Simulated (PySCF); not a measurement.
PySCF 2.14 output of an unrestricted r2SCAN calculation on a single atom or ion in aug-cc-pVDZ-DK (7s6p4d2f, 59 functions), with the spin-free X2C one-electron Hamiltonian (Gaussian nucleus):

```
SCF conv_tol = 1e-09
number electrons alpha = 16  beta = 10
    J. W. Furness, A. D. Kaplan, J. Ning, J. P. Perdew, and J. Sun.,  J. Phys. Chem. Lett. 11, 8208-8215 (2020)
    J. W. Furness, A. D. Kaplan, J. Ning, J. P. Perdew, and J. Sun.,  J. Phys. Chem. Lett. 11, 9248-9248 (2020)
    J. W. Furness, A. D. Kaplan, J. Ning, J. P. Perdew, and J. Sun.,  J. Phys. Chem. Lett. 11, 8208-8215 (2020)
    J. W. Furness, A. D. Kaplan, J. Ning, J. P. Perdew, and J. Sun.,  J. Phys. Chem. Lett. 11, 9248-9248 (2020)
cycle= 1 E= -1272.38341860879  delta_E= -0.0059  |g|= 0.0392  |ddm|= 0.505
cycle= 2 E= -1272.38348107478  delta_E= -6.25e-05  |g|= 0.0324  |ddm|= 0.218
cycle= 3 E= -1272.38373429119  delta_E= -0.000253  |g|= 0.00263  |ddm|= 0.0869
cycle= 4 E= -1272.38373727822  delta_E= -2.99e-06  |g|= 0.000502  |ddm|= 0.00823
cycle= 5 E= -1272.38373740937  delta_E= -1.31e-07  |g|= 4.11e-05  |ddm|= 0.00192
cycle= 6 E= -1272.3837374109  delta_E= -1.53e-09  |g|= 4.01e-06  |ddm|= 0.00042
cycle= 7 E= -1272.38373741094  delta_E= -4.59e-11  |g|= 9.3e-07  |ddm|= 9.29e-05
converged SCF energy = -1272.38373741094  <S^2> = 12.017059  2S+1 = 7.0048724
```

The run itself started from symmetry-adapted Hartree-Fock orbitals and held the occupation by maximum overlap, on a logarithmic radial grid, so the iterations belong to that start.

Which element, charge and spin multiplicity is this?

Fe (iron, neutral), multiplicity 7; the state was [Ar] 3d5 4s2 4p1, high-spin 7P determinant (an excited configuration).
